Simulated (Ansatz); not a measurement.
Species: BN2H4, charge 0, doublet. BN2H4 (SMILES N[B]N, doublet).
B3LYP-D3(BJ)/def2-TZVP minimum from Ansatz (a program for electronic structure):
```xyz
7

B      0.1267    -0.2375    -0.4493
N     -0.4880     1.0141    -0.5662
H     -0.6797     1.4411    -1.4539
H     -0.7824     1.5768     0.2212
N      0.4435    -0.9305     0.7242
H      0.2531    -0.5849     1.6557
H      0.8875    -1.8305     0.7171
```
Charge 0, spin multiplicity 2.

Atomisation energy term by term, kcal/mol (programs: Ansatz). UHF or UKS for unpaired electrons; spin-orbit terms are left out. Correlated methods leave the cores frozen. Rows without X2C or -DK are non-relativistic. CBS(X,Y): correlation extrapolated as X^-3, Hartree-Fock from the larger set. A bracket is a step between two methods taken in the basis named. 'core' is core correlation in cc-pwCVTZ, 'X2C' scalar relativity in cc-pVTZ-DK, both at CCSD(T). For partners of very few electrons the exact lower level stands in for a higher one.

```json
[
 {"term": "Hartree-Fock", "basis": "cc-pVQZ", "kcal/mol": "414.92"},
 {"term": "CCSD correlation", "basis": "CBS(cc-pVTZ,cc-pVQZ)", "kcal/mol": "166.07"},
 {"term": "(T)", "basis": "CBS(cc-pVTZ,cc-pVQZ)", "kcal/mol": "10.12"},
 {"term": "CCSDT(Q) - CCSD(T)", "basis": "cc-pVDZ", "kcal/mol": "0.63"},
 {"term": "core correlation", "basis": "cc-pwCVTZ", "kcal/mol": "2.80"},
 {"term": "scalar relativity", "basis": "X2C, cc-pVTZ-DK", "kcal/mol": "-0.65"},
 {"term": "sum: De", "basis": "", "kcal/mol": "593.9"}
]
```
